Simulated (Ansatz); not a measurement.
Computed with Ansatz on PBE0-D4/def2-TZVP structures; ΔE is electronic, products minus reactants. CCSD(T)/CBS adds triple-zeta CCSD(T) − MP2 to the extrapolated MP2 energy (def2 sets, frozen cores). DFT in def2-TZVPP. B3LYP here is the variant with VWN-RPA as its local correlation; programs differ in this. One conformer a species, not always the lowest.

Consider the formal exchange of groups at the Al–F bond: `C[NH][Al]([OH])[F]` + `FC1C=CC1(F)F` → `C[NH][AlH][OH]` + `FC1=CC(F)(F)C1F`.

| level | ΔE (eV) | difference from CCSD(T)/CBS |
| --- | --- | --- |
| PBE-D4 | 2.42 | -0.33 |
| B2PLYP | 2.68 | -0.07 |
| PBE | 2.42 | -0.33 |
| r2SCAN | 2.57 | -0.18 |
| PBE0 | 2.51 | -0.24 |
| B3LYP | 2.60 | -0.15 |
| SCS-MP2/def2-TZVPP | 2.76 | 0.01 |
| CCSD/def2-TZVPP | 2.71 | -0.04 |
| MP2/def2-QZVPP | 2.83 | 0.08 |
| CCSD/CBS(def2) | 2.78 | 0.03 |
| CCSD(T)/CBS | 2.75 | 0 |

Largest T1 diagnostic among the species: 0.012.

From PBE to PBE0 (25 % exact exchange), in def2-TZVPP and without D4, ΔE moves by +0.09 eV.
